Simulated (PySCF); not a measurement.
**GeCl₂ to GeCl₄: adding ligands**

Level: PBE0 in the def2-TZVP basis family, all electrons, no relativity, computed in PySCF with density fitting; open shells unrestricted.

Each entry is the lowest minimum that a search over a few typed start shapes (and spin states, where more than one is plausible) found, or that minimum re-optimised at the stated level; isomers with ligand–ligand bonds, or fragments after loss of a ligand pair, can lie lower.

| molecule | 2S+1 | point group | mean bond to Ge (Å) | highest ω (cm⁻¹) | polar-tensor charge of Ge | lowest ω (cm⁻¹) | atomisation (kJ/mol) |
| --- | --- | --- | --- | --- | --- | --- | --- |
| GeCl₂ | 1 | C2v | 2.182 | 409 | 1.15 | 158 | 803 |
| GeCl₃ | 2 | C3v | 2.149 | 428 | 1.49 | 130 | 1018 |
| GeCl₄ | 1 | Td | 2.117 | 463 | 2.02 | 123 | 1392 |

The bond shortens at every step; the largest change, -0.033 Å, falls between GeCl₂ and GeCl₃ among the members listed.

The shape changes along the series: C2v for GeCl₂; C3v for GeCl₃; Td for GeCl₄.

Left out of the table are members whose search was unfinished or whose lowest solution was spin-contaminated, unstable, very soft or bonded differently.
